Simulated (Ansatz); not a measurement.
Start from `O/C(=C\F)[SiH2]F` and change one atom or group (the configuration at the double bond changes too) to get `NC/C(O)=C\F`.

Ansatz, PBE0-D4/def2-TZVP geometries, multiplicity 1. Each molecule was computed in one conformer, which needn't be the lowest.

```json
{"property": "size of the dipole moment (B3LYP/def2-TZVPP) / D", "`O/C(=C\\F)[SiH2]F`": "0.59"}
{"property": "HOMO energy (PBE0/def2-TZVPP) / eV", "`O/C(=C\\F)[SiH2]F`": "-7.09"}
{"property": "HOMO energy (PBE/def2-TZVPP) / eV", "`O/C(=C\\F)[SiH2]F`": "-5.80"}
{"property": "LUMO energy (ωB97M-V/def2-TZVPP) / eV", "`O/C(=C\\F)[SiH2]F`": "1.48"}
{"property": "LUMO energy (PBE0/def2-TZVPP) / eV", "`O/C(=C\\F)[SiH2]F`": "-0.28"}
{"property": "size of the dipole moment (PBE/def2-TZVPP) / D", "`O/C(=C\\F)[SiH2]F`": "0.71"}
```

Task: Give the same properties after the change, and the shifts. (Estimate.)

Result: Computed: 
```
                                        property  `NC/C(O)=C\F`  shift
size of the dipole moment (B3LYP/def2-TZVPP) / D           3.10   2.51
              HOMO energy (PBE0/def2-TZVPP) / eV          -6.18   0.91
               HOMO energy (PBE/def2-TZVPP) / eV          -4.90   0.90
           LUMO energy (ωB97M-V/def2-TZVPP) / eV           1.92   0.44
              LUMO energy (PBE0/def2-TZVPP) / eV           0.42   0.70
  size of the dipole moment (PBE/def2-TZVPP) / D           3.07   2.36
```

With PBE0 the HOMO rises by 0.91 eV and the LUMO rises by 0.70 eV, so the gap narrows by about 0.21 eV. PBE moves the HOMO by 0.90 eV and ωB97M-V by 0.87 eV. Dipoles are sizes alone; their direction can turn.

B3LYP here is the variant with VWN-RPA as its local correlation; programs differ in this.
